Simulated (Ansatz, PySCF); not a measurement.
Spin states of CoHO (SMILES [OH][Co]), each relaxed with B3LYP-D3(BJ)/def2-TZVP.
State 1 (charge 0, multiplicity 3):
```xyz
3

Co    -0.89246    -0.65023    -0.78270
O      0.42513    -0.12925     0.28737
H      0.43417     0.82685     0.42501
```
State 2 (charge 0, multiplicity 1):
```xyz
3

Co    -0.86845    -0.62778    -0.76142
O      0.41671    -0.14253     0.27917
H      0.41858     0.81767     0.41194
```

Singlets are restricted, other states unrestricted; no spin–orbit coupling, no relativity up to Kr; see below for the cores. The largest T1 diagnostic is 0.082.

Programs: Ansatz (a quantum-chemistry and plane-wave program); PySCF for the dispersion terms. Each number belongs to the level named beside it.

| level | energy of the multiplicity-1 state less that of the multiplicity-3 state (kJ/mol) |
|---|---|
| BLYP-D4/def2-TZVPP | 159.3 |
| r2SCAN-D3(BJ)/def2-TZVPP | 223.0 |
| r2SCAN-D4/def2-TZVPP | 223.0 |
| B3LYP-D4/def2-TZVPP | 201.3 |
| PBE0/def2-TZVPP | 221.4 |
| PBE0-D3(BJ)/def2-TZVPP | 221.5 |
| CAM-B3LYP-D4/def2-TZVPP | ? |
| wB97X-V/def2-TZVPP | ? |
| wB97M-V/def2-TZVPP | 200.7 |

Some entries are withheld; supply them.


- CAM-B3LYP-D4/def2-TZVPP, energy of the multiplicity-1 state less that of the multiplicity-3 state (kJ/mol): 206.1
- wB97X-V/def2-TZVPP, energy of the multiplicity-1 state less that of the multiplicity-3 state (kJ/mol): 195.3

Doubts at one or more of the structures used: a spin-contaminated determinant (r2SCAN-D3(BJ)/def2-TZVPP, r2SCAN-D4/def2-TZVPP, B3LYP-D4/def2-TZVPP, PBE0/def2-TZVPP, PBE0-D3(BJ)/def2-TZVPP, CAM-B3LYP-D4/def2-TZVPP, wB97X-V/def2-TZVPP, wB97M-V/def2-TZVPP).
